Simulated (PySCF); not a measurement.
## Bonding in `C=COC(F)(F)F`

Compound: C3H3F3O.
Numbering: `[CH2:1]=[CH:2][O:3][C:4]([F:5])([F:6])[F:7]` (hydrogens: H8, H9 on C1; H10 on C2)

Structure used (GFN2-xTB), in Å, numbered top down from 1:
```xyz
10
C3H3F3O angstrom
C     -1.4134   -0.3362    0.3841
C     -0.8545    0.0941   -0.7266
O      0.4943    0.3696   -0.9491
C      1.3659    0.2000    0.0287
F      2.5763    0.5228   -0.4116
F      1.1315    0.9602    1.1119
F      1.4425   -1.0623    0.4836
H     -0.8745   -0.5346    1.2934
H     -2.4734   -0.5049    0.4057
H     -1.3858    0.2960   -1.6428
```

Bond orders from the PBE0/pcSseg-1 density (PySCF). One conformer (not necessarily the lowest) at the GFN2-xTB geometry, without solvent, vibrations or thermal averaging.

Q: How far do the computed orders between heavy atoms stray from the drawn ones?

A: The largest departure is 0.085, at O3–C4 (drawn single, 1.085).

Q: Set the Mayer orders of the bonds beside their lengths.

A: 
```tsv
bond	drawn as	length (Å)	Mayer order
C1–C2	double	1.316	1.961
C2–O3	single	1.395	0.924
O3–C4	single	1.321	1.085
C4–F5	single	1.328	1.059
C4–F6	single	1.344	1.005
C4–F7	single	1.344	1.005
C1–H8	single	1.075	0.934
C1–H9	single	1.074	0.945
C2–H10	single	1.078	0.970
```

By pair of heavy elements: C–O: lowest C2–O3 (0.924, 1.395 Å), highest O3–C4 (1.085, 1.321 Å). C–F: lowest C4–F6 and C4–F7 (1.005, 1.344 Å), highest C4–F5 (1.059, 1.328 Å). Bonds named together lie within 0.004.

Q: Sum the orders of all bonds at each heavy atom with more than one neighbour and set the sums beside the valence in the SMILES.

A: C1 3.840 (drawn 4), C2 3.855 (drawn 4), O3 2.009 (drawn 2), C4 4.154 (drawn 4). Orders between atoms that aren't bonded are not in these sums.

For a closed shell the Mayer order of atoms A and B is Σ (PS)μν (PS)νμ over the basis functions μ on A and ν on B, with P the density and S the overlap matrix.

These values come from a run that also computed NMR shieldings. The run took 20 s of wall time on Arm Neoverse N1, one thread (shared host).
